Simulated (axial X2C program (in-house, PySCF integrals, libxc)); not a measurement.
# Potential curves of LiAg, two-component

All values were computed with an in-house relativistic program for diatomic molecules. Two-component (2c) means X2C with spin–orbit coupling and atomic mean-field two-electron Coulomb and Gaunt terms. Basis: Ag dyall-cv3z [12s12p8d5f3g], Li dyall-cv3z [7s8p2d] (cores contracted in-house); Gaussian nuclei, density fitting, unrestricted open shells. Masses: Ag 106.905 u, Li 7.016 u.

State: Ω = 0 (closed shell). Energies in eV from the fragments at the same level (Ag + Li). Fits are polynomials in 1 − R0/R over 0.85 to 1.23 times the lowest point R0.

```csv
R (Å),CCSD(T),HF,r2SCAN,MP2
2.0915,,-0.1044,-1.6209,-1.5211
2.1876,-1.7375,-0.2750,-1.7339,-1.6350
2.2598,-1.7930,-0.3660,-1.7817,-1.6812
2.3319,-1.8215,-0.4308,-1.8036,-1.7007
2.4040,-1.8282,-0.4740,-1.8051,-1.6986
2.4881,-1.8137,-0.5017,-1.7860,-1.6744
2.5723,-1.7804,-0.5093,-1.7491,-1.6319
2.6805,-1.7171,-0.4956,-1.6825,-1.5571
2.8127,,-0.4514,-1.5801,-1.4444
3.0050,,-0.3495,-1.4075,-1.2558
```

Correlated methods: 12 electrons correlated (number of frozen shells: Ag 4 s, 3 p, 1 d; Li 1 s), 252 virtual spin orbitals or spinors in MP2.

One determinant describes the state; a PBE0 search over occupations chose it and may have missed a lower one. Closed shells are restricted here (equal orbitals for both partners); the stretched side of such a curve lies too high. Dissociation energies refer to the lowest single-determinant-based atoms at the same level and basis. CCSD and (T) use frozen natural virtuals with an MP2 correction for the truncation; (T) itself is uncorrected, so its De runs slightly low. The T1 diagnostic is large, a sign of multireference character. Coupled cluster ran on the points near the minimum only. MP2 and coupled cluster on one determinant become unreliable at the stretched end.

(1) What are Re, ωe and De at the CCSD(T) level?

(2) What are Re, ωe and De at the HF level?

(3) What are Re, ωe and De at the r2SCAN level?

(4) Fit the MP2 curve near its minimum: give the equilibrium distance, the harmonic wavenumber and the well depth.

## Answers

(1) At CCSD(T), 2c: Re = 2.393 Å, ωe ≈ 381 cm⁻¹, De = 1.83 eV to Ag + Li; Be follows as 0.447 cm⁻¹.

(2) At HF, 2c: Re = 2.567 Å, ωe ≈ 310 cm⁻¹, De = 0.51 eV to Ag + Li; Be follows as 0.389 cm⁻¹.

(3) At r2SCAN, 2c: Re = 2.373 Å, ωe ≈ 381 cm⁻¹, De = 1.81 eV to Ag + Li; Be follows as 0.455 cm⁻¹.

(4) At MP2, 2c: Re = 2.360 Å, ωe ≈ 397 cm⁻¹, De = 1.70 eV to Ag + Li; Be follows as 0.46 cm⁻¹.
